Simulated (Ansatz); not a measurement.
Reaction (cleavage of the Si–Si bond): `N[Si](F)([SiH3])Cl` + `O[Si](F)(Cl)O[SiH3]` → `F[Si](Cl)(O[SiH3])O[SiH3]` + `N[SiH](F)Cl`

Computed with Ansatz on PBE0-D4/def2-TZVP structures; ΔE is electronic, products minus reactants. CCSD(T)/CBS adds triple-zeta CCSD(T) − MP2 to the extrapolated MP2 energy (def2 sets, frozen cores). Functionals use def2-TZVPP. Each species was taken in one conformer, which may not be the lowest.

CCSD(T)/CBS gives -116.7 kJ/mol.

(1) Another level gave -145.7 kJ/mol. Which?
A. HF/def2-TZVPP
B. CCSD(T)/def2-TZVPP
C. PBE0/def2-TZVPP
D. r2SCAN-D4/def2-TZVPP

Largest T1 diagnostic among the species: 0.011.

Results:

(1) A. HF/def2-TZVPP -145.7, r2SCAN-D4 -107.6, PBE0 -97.4, CCSD(T)/def2-TZVPP -116.9 kJ/mol.

From PBE to PBE0 (25 % exact exchange), in def2-TZVPP and without D4, ΔE moves by −10.9 kJ/mol. In def2-TZVPP, CCSD(T) changes the Hartree–Fock value by +28.8 kJ/mol (the triples alone add +4.4 kJ/mol) and MP2 by +21.6 kJ/mol.
